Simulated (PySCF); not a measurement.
PySCF input:

```python
from pyscf import gto, scf, dft

mol = gto.M(
    atom='''
    S    -0.79407653   -0.02069915    0.61353267
    S     0.79407653    0.02069915   -0.61353267
    H    -1.69423360    0.00448942   -0.39988276
    H     1.69423360   -0.00448942    0.39988276
    ''',
    basis='def2-tzvpd',
    charge=1,
    spin=1,
    verbose=4,
)

mf = dft.UKS(mol, xc='tpss').density_fit(auxbasis='def2-universal-jkfit')
mf.grids.level = 3
mf.conv_tol = 1e-9
mf.max_cycle = 100
mf.max_memory = 1500
mf.kernel()
if not mf.converged:
    mf = mf.newton()
    mf.kernel(mf.make_rdm1())
for _ in range(2):
    mo, _, stable, _ = mf.stability(return_status=True)
    if stable:
        break
    mf.kernel(mf.make_rdm1(mo, mf.mo_occ))
mf.analyze()
```

### Question
Which total energy does the run end on?

### Answer
-797.33856 Eh (TPSS/def2-TZVPD).
